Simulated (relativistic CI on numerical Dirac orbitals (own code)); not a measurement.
**Charge states of gold**

These numbers are calculated, not measured: Dirac-Coulomb-Breit CI, separate exchange-only KLI orbitals for each configuration, a model potential for QED, valence Slater integrals scaled by 0.9 (own radial code, finite nucleus).

Each species is treated in one configuration, given outside its closed core. Radial values are for the open shell of highest l, unscaled and averaged over j; ζ includes the Breit term. Labels give the leading LS character, summed over repeated terms.

```
  Ion  Configuration  Its lowest level  LS weight (%)       Next level    E (cm⁻¹)    g_J  g√(J(J+1))  F² (cm⁻¹)  F⁴ (cm⁻¹)
Au24+       4d10.4f9          6H°_15/2             71  J = 9/2 (mixed)       22832  1.283       10.24     239100     154800
Au25+       4d10.4f8              7F_6             71    J = 4 (mixed)       14219  1.436        9.31     243500     157800
Au26+       4d10.4f7           8S°_7/2             74  J = 7/2 (mixed)       54703  1.907        7.57     247800     160800
Au27+       4d10.4f6     J = 0 (mixed)             44             7F_1       16409               0.00     252100     163800
Au28+       4d10.4f5           6H°_5/2             52          6H°_7/2       20024  0.496        1.47     256300     166800
Au29+       4d10.4f4              5I_4             71             5I_5       25360  0.668        2.99     260500     169700
Au30+       4d10.4f3           4I°_9/2             76         4I°_11/2       34241  0.773        3.85     264700     172600
Au31+       4d10.4f2              3H_4             85             3F_2       23388  0.829        3.71     268800     175500
Au32+        4d10.4f           2F°_5/2            100          2F°_7/2       46568  0.853        2.52                      
Au33+           4d10              1S_0            100                                            0.00                      
Au34+            4d9            2D_5/2            100           2D_3/2      191920  1.196        3.54                      
Au35+            4d8              3F_4             87    J = 2 (mixed)       28631  1.214        5.43     252500     171800
Au36+            4d7            4F_9/2             60  J = 3/2 (mixed)       40458  1.229        6.11     254300     173000
Au37+            4d6                 ?              ?                ?           ?      ?           ?          ?          ?
Au38+            4d5   J = 5/2 (mixed)             26  J = 5/2 (mixed)      159150  1.309        3.87     257800     175500
Au39+            4d4              3P_0             60             5D_1      176700               0.00     259500     176800
Au40+            4d3   J = 3/2 (mixed)             46           4F_5/2      182180  0.714        1.38     261200     178000
Au41+            4d2              3F_2             74             3P_0       72319  0.763        1.87     262900     179200
Au42+             4d            2D_3/2            100           2D_5/2      220060  0.794        1.54                      
Au43+   3d10.4s2.4p6              1S_0            100                                            0.00                      
Au44+   3d10.4s2.4p5           2P°_3/2            100          2P°_1/2  1.0722e+06  1.328        2.57                      
Au45+   3d10.4s2.4p4              3P_2             69             1S_0       76304  1.339        3.28     272000           
Au46+   3d10.4s2.4p3   J = 3/2 (mixed)             48          4S°_3/2  1.0426e+06  1.354        2.62     273200           
Au47+   3d10.4s2.4p2              3P_0             69             3P_1  1.0652e+06               0.00     274400
```

Fill in the row of Au37+.

Its lowest level J = 4 (mixed); LS weight (%) 40; Next level J = 2 (mixed); E (cm⁻¹) 25046; g_J 1.255; g√(J(J+1)) 5.61; F² (cm⁻¹) 256000; F⁴ (cm⁻¹) 174300.
